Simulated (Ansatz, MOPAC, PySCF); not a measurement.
Isomers of CH4FInO: 1 is [CH3][In]([OH])[F], 2 is [F][InH][O]C; one conformer of each (the lowest of an xTB search), B3LYP-D3(BJ)/def2-TZVP minima.
Isomer 1 (charge 0, multiplicity 1):
```xyz
8

C      1.513    -0.102    -0.074
In    -0.606     0.162    -0.025
O     -2.115    -0.962     0.613
F     -1.426     1.825    -0.722
H      1.780    -1.039     0.408
H      1.976     0.736     0.442
H      1.834    -0.110    -1.114
H     -2.956    -0.511     0.472
```
Isomer 2 (charge 0, multiplicity 1):
```xyz
8

C     -1.297    -0.190     0.088
O     -0.322     0.829     0.271
In     1.604     0.528    -0.026
F      1.797    -1.354    -0.581
H     -1.834    -0.349     1.028
H     -0.868    -1.145    -0.229
H     -2.018     0.132    -0.669
H      2.938     1.549     0.118
```

No zero-point or thermal terms.

Rows in STO-3G carry no dispersion term and start afresh at each structure; the Pople sets are all-electron and without relativity. The state reached by AM1, PM6 isn't checked.

Programs: Ansatz (Gaussian basis) for Hartree–Fock, density functionals and correlated methods; MOPAC for AM1, PM6 (differences of heats of formation); PySCF for STO-3G rows, the dispersion terms.  In def2 rows elements past Kr take small-core potentials, without spin–orbit coupling.

### Question
One of these levels gives 21.06 kcal/mol for the electronic energy of isomer 2 less that of isomer 1. Which one is it?
(A) BLYP-D4/def2-TZVPP
(B) PM6
(C) AM1
(D) HF/STO-3G

### Answer
A, BLYP-D4/def2-TZVPP. The others give 3.67 (AM1), 30.85 (PM6), 5.39 (HF/STO-3G)

Ansatz is a first-principles code.
